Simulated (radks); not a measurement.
Task: The table gives one normalised radial function P(r) = r R(r) of Pr2+ in [Xe] 4f1 5d2 (r in bohr). Method: scalar-relativistic Kohn-Sham, PBE, spin-polarised, spherical densities, finite nucleus; open shells are filled with parallel spins first (spin-orbit coupling, left out, can overturn this in heavy ions); Fermi nuclear charge, rms radius 4.8919 fm; computed with a radial shooting solver on a logarithmic mesh with Libxc functionals.

r	P
0.004175	0.1087
0.005613	0.1284
0.007486	0.1452
0.009984	0.1550
0.01332	0.1510
0.0179	0.1233
0.02388	0.0651
0.03185	-0.0260
0.04248	-0.1368
0.05711	-0.2307
0.07617	-0.2394
0.1016	-0.1118
0.1355	0.1319
0.1822	0.3454
0.243	0.2922
0.3241	-0.0814
0.4323	-0.4819
0.5812	-0.4380
0.7751	0.1437
1.034	0.7858
1.379	0.9846
1.854	0.7001
2.473	0.3109
3.298	0.0826
4.399	0.0119
5.914	0.0007
7.887	0.0000

Which n and l does it have? It may be an empty orbital.

Result: n = 5, l = 0: the number of nodes gives n - l - 1 = 4, the rise at small r (about r^(l+1), flatter next to the nucleus through relativity) gives l, and the extent must fit the shell. The curve is that of 5s up; the table hardly tells the two spins apart. 5s up: eigenvalue -59.208 eV, 4 radial nodes at r = 0.0296, 0.117, 0.308, 0.731 bohr, <r> = 1.45 bohr, 90 % of the charge inside 2.08 bohr.
